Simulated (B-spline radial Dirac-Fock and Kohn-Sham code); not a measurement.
# Conversion-electron coefficients: Re, 918 keV

Z = 75 (rhenium), transition energy 918 keV. The computed values come from a radial atomic solver: a Dirac-Hartree-Slater potential of the neutral atom with a Latter tail (no hole, which puts coefficients of high multipoles low close above an edge), finite nucleus with surface currents. Subshells that would emit electrons below 1 keV are left out.

The run's input, task.json:

```json
{"items": [{
  "Z": 75,
  "q": 0,
  "cfg": [[1, 0, 2], [2, 0, 2], [2, 1, 6], [3, 0, 2], [3, 1, 6], [3, 2, 10], [4, 0, 2], [4, 1, 6], [4, 2, 10], [4, 3, 14], [5, 0, 2], [5, 1, 6], [5, 2, 5], [6, 0, 2]],
  "A": 187,
  "rrms": 5.3698,
  "do": "conversion",
  "gamma": [918.0],
  "edges": {"K": 71676.0, "L1": 12527.0, "L2": 11959.0, "L3": 10535.0, "M1": 2932.0, "M2": 2682.0, "M3": 2367.0, "M4": 1949.0, "M5": 1883.0, "N1": 625.4, "N2": 518.7, "N3": 446.8, "N4": 273.9, "N5": 260.5, "O1": 83.0, "O2": 60.37}
}]}
```

Run with: `python xray2_run.py task.json out`

```csv
subshell,electron energy (keV),E3,E4,E5,M3,M5
K,846.32,0.00994,0.0201,0.0394,0.0530,0.186
L1,905.47,0.00148,0.00333,0.00732,0.00880,0.0371
L2,906.04,0.000738,0.00271,0.00840,0.00128,0.00886
L3,907.47,0.000159,0.000474,0.00140,0.000411,0.00742
M1,915.07,0.000338,0.000775,0.00174,0.00204,0.00885
M2,915.32,0.000188,0.000699,0.00218,0.000328,0.00231
M3,915.63,4.18e-05,0.000126,0.000375,0.000110,0.00205
M4,916.05,3.35e-07,2.44e-06,1.66e-05,1.30e-06,3.62e-05
M5,916.12,2.11e-07,8.88e-07,3.93e-06,1.82e-07,1.13e-05
N1,917.37,8.45e-05,0.000195,0.000440,0.000512,0.00224
N2,917.48,4.62e-05,0.000172,0.000537,8.05e-05,0.000569
N3,917.55,1.01e-05,3.04e-05,9.11e-05,2.68e-05,0.000501
N4,917.73,8.58e-08,6.28e-07,4.27e-06,3.35e-07,9.35e-06
N5,917.74,5.36e-08,2.26e-07,1.00e-06,4.62e-08,2.89e-06
N6,917.95,3.15e-11,1.19e-10,7.55e-10,3.86e-11,3.63e-09
N7,917.95,4.05e-11,1.02e-10,4.09e-10,2.78e-11,4.77e-10
total,,0.0130,0.0287,0.0621,0.0667,0.256
```

Q: For a pure E3 transition, what fraction of decays emits a photon?

A: 1/(1 + α) = 0.987 with the total α = 0.0130; the total includes the outer subshells that are not listed.
